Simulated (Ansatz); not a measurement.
Ansatz results at the PBE0-D4/def2-TZVP geometry: LUMO energy (B3LYP/def2-TZVPP) -2.51 eV; LUMO energy (PBE0/def2-TZVPP) -2.14 eV; HOMO energy (PBE/def2-TZVPP) -8.26 eV.

Each molecule was computed in one conformer, which needn't be the lowest.

(1) Which molecule gave them?
A. `[F][In-]([F])([F])[SH2+]`
B. `C[S+](C)[AlH3-]`
C. `C[O+](C)[InH3-]`
D. `[OH2+][AlH3-]`

## Answers

(1) A. The others give `C[S+](C)[AlH3-]`: -0.20, 0.05, -6.34; `C[O+](C)[InH3-]`: -0.65, -0.41, -6.25; `[OH2+][AlH3-]`: -1.09, -0.73, -6.31.

B3LYP here is the variant with VWN-RPA as its local correlation; programs differ in this.
